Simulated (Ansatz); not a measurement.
`CNB[SiH3]` → `BCN[SiH3]`  (isomerisation)

Gas-phase electronic energies from Ansatz, PBE0-D4/def2-TZVP geometries. CCSD(T)/CBS adds triple-zeta CCSD(T) − MP2 to the extrapolated MP2 energy (def2 sets, frozen cores). DFT in def2-TZVPP. HSE06 is defined as in plane-wave codes. Each species was taken in one conformer, which may not be the lowest.

| level | ΔE (kJ/mol) | difference from CCSD(T)/CBS |
| --- | --- | --- |
| BLYP-D4 | 104.0 | 5.7 |
| B97M-V | 102.3 | 4.0 |
| r2SCANh-D4 | 101.5 | 3.2 |
| ωB97X-V | 95.9 | -2.4 |
| B2PLYP | 98.7 | 0.4 |
| r2SCANh | 101.8 | 3.5 |
| HSE06 | 107.7 | 9.4 |
| RPA@PBE/def2-TZVPP | 103.0 | 4.7 |
| HF/CBS(def2) | 75.7 | -22.6 |
| MP2/CBS(def2) | 91.3 | -7.0 |
| CCSD(T)/CBS | 98.3 | 0 |

Largest T1 diagnostic among the species: 0.014.

Leaving LDA and LC-ωPBE aside and taking each functional with its dispersion term where it has one, the values, not all of them listed here, spread over 23.5 kJ/mol, from BHLYP-D4 to PBE-D4. From PBE to PBE0 (25 % exact exchange), in def2-TZVPP and without D4, ΔE moves by −7.7 kJ/mol.
